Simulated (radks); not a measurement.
Values are calculated unless marked as measured or tabulated.
Problem. O3+, 5 electrons, occupied as [He] 2s2 3p1 (not the ground configuration). Level of theory: non-relativistic Kohn-Sham, LDA (Slater exchange, Perdew-Wang correlation), spin-polarised, spherical densities, point nucleus; open shells are filled with parallel spins first (a radial shooting solver on a logarithmic mesh with Libxc functionals). Some entries of the table are withheld. Estimate them.

orbital  occ.  eigenvalue (hartree)  <1/r> (bohr^-1)  <r^2> (bohr^2)
1s up       1             -22.13875            7.599             (1)
1s down     1             -22.12829            7.602             (2)
2s up       1                   (3)            1.550           1.053
2s down     1                   (4)            1.551           1.046
3p up       1              -0.96217           0.5404             (5)
3p down     0              -0.90053           0.5349             (6)

Solution. 
(1) 1s up <r^2> (bohr^2): 0.05397
(2) 1s down <r^2> (bohr^2): 0.05392
(3) 2s up eigenvalue (hartree): -3.32393
(4) 2s down eigenvalue (hartree): -3.30777
(5) 3p up <r^2> (bohr^2): 7.459
(6) 3p down <r^2> (bohr^2): 7.682
